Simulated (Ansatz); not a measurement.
Calculated with Ansatz (gas phase, PBE0-D4/def2-TZVP geometries, no zero-point term in ΔE). CCSD(T)/CBS adds triple-zeta CCSD(T) − MP2 to the extrapolated MP2 energy (def2 sets, frozen cores). This one scheme is used for every species. Each species was taken in one conformer, which may not be the lowest.

Consider the formal exchange of groups at a B–Si bond: `CNB(F)[SiH2]Cl` + H–F → `CNBF` + `F[SiH2]Cl`.

```
         species  CCSD(T)/CBS(def2) energy (Eh)
`CNB(F)[SiH2]Cl`                     -969.95487
             H–F                     -100.39570
          `CNBF`                     -220.44549
     `F[SiH2]Cl`                     -849.96195
```

(1) Work out ΔE.

Largest T1 diagnostic among the species: 0.012.

Results:

(1) ΔE = (-220.44549) + (-849.96195) − (-969.95487) − (-100.39570) = -0.05687 Eh = -149.3 kJ/mol.

In def2-TZVPP, CCSD(T) changes the Hartree–Fock value by +34.7 kJ/mol (the triples alone add +4.9 kJ/mol) and MP2 by +29.9 kJ/mol. The D4 term adds +11.1 kJ/mol with B3LYP and +6.4 kJ/mol with PBE0; it sums over pairs of atoms, weighted by their polarisabilities, and B3LYP, whose exchange is more repulsive, gets the larger term. From PBE to PBE0 (25 % exact exchange), in def2-TZVPP and without D4, ΔE moves by −5.1 kJ/mol.

B3LYP here is the variant with VWN-RPA as its local correlation; programs differ in this.
